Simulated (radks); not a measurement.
Values are calculated unless marked as measured or tabulated.
Valence configurations of Hg I. Level of theory: scalar-relativistic Kohn-Sham, SCAN, spin-polarised, spherical densities, finite nucleus; open shells are filled with parallel spins first (spin-orbit coupling, left out, can overturn this in heavy ions); meta-GGA in the generalised Kohn-Sham scheme; Fermi nuclear charge, rms radius 5.4648 fm (a radial shooting solver on a logarithmic mesh with Libxc functionals). Energies are relative to [Hg]; eigenvalues in eV for spin up.

valence	E (eV)	moment (Bohr magnetons)	e(4f)	e(5d)	e(6p)	e(6s)
[Hg]	0.000	0	-97.052	-10.155	-	-7.339
[Xe] 4f14 5d10 6s1.5 6p0.5	3.019	1	-98.103	-11.250	-1.881	-8.430
[Xe] 4f14 5d10 6s1 6p1	5.514	2	-98.963	-12.186	-2.589	-9.184
[Xe] 4f14 5d10 6p2	12.409	2	-100.80	-13.978	-3.392	-
[Xe] 4f14 5d8 6s2 6p2	22.577	4	-108.27	-19.426	-4.157	-12.216
[Xe] 4f13 5d10 6s2 6p1	103.64	2	-115.63	-16.042	-2.766	-10.071
[Xe] 4f13 5d10 6s1.5 6p1.5	106.83	3	-116.52	-16.970	-3.293	-10.696
[Xe] 4f13 5d10 6s1 6p2	109.52	4	-117.15	-17.647	-3.927	-11.536
[Xe] 4f13 5d9 6s2 6p2	117.90	4	-121.38	-20.716	-4.170	-12.374
[Xe] 4f12 5d10 6s2 6p2	222.90	4	-134.80	-21.976	-4.179	-12.503

NIST lists [Hg] as the ground configuration; this level of theory agrees among the configurations tried. The energies are those of spherical high-spin densities, not of single terms.
